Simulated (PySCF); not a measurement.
**Spinor energies of Ar¹⁰⁺ (argon, charge +10)**

Start: [He] 2s2 2p4; 2p1/2 filled at m_j = -1/2, +1/2; 2p3/2 filled at m_j = +1/2, +3/2. Calculated with PySCF 2.14 in an uncontracted even-tempered set (18 s from 1.4 bohr⁻², ratio 2.4; 11 p from 1.9 bohr⁻², ratio 2.4; 5 d from 9.5 bohr⁻², ratio 2.6; 5 f from 14 bohr⁻², ratio 2.6): generalised Hartree-Fock with the X2C-1e Hamiltonian and a Gaussian nucleus; one run each with spin-orbit coupling (SO) switched off, then screened by Boettger's factors.

| spinor shell | electrons | ε, spin-free (eV) | ε, screened SO (eV) | weight of nominal j (screened SO) | rms radius, screened SO (bohr) |
| --- | --- | --- | --- | --- | --- |
| 1s1/2 | 2 | -3573.0 | -3572.8 | 1.000 | 0.0988 |
| 2s1/2 | 2 | -608.25 | -608.20 | 1.000 | 0.424 |
| 2p3/2 | 2 | -550.17 | -553.73 | 0.812 | 0.383 |
| 2p1/2 | 2 | -550.17 | -546.96 | 0.703 | 0.384 |

```
   quantity   spin-free  screened SO
E (hartree)  -474.66855   -474.70591
        M_J           2            2
       ⟨J²⟩       6.001        6.001
       ⟨L²⟩       2.000        2.068
       ⟨S²⟩       2.000        1.967
```

Each row is a mean over spinors that exchange with the open shell spreads, by up to 25.757 eV (2s1/2).

Rows whose weight is well below 1 are mixtures of j = l ± 1/2: exchange outweighs spin-orbit coupling there, and the label is only the starting occupation.

Without spin-orbit coupling the j labels of p, d and f shells carry no meaning; the spin-free column gives the mean over the occupied spinors of each nl shell.
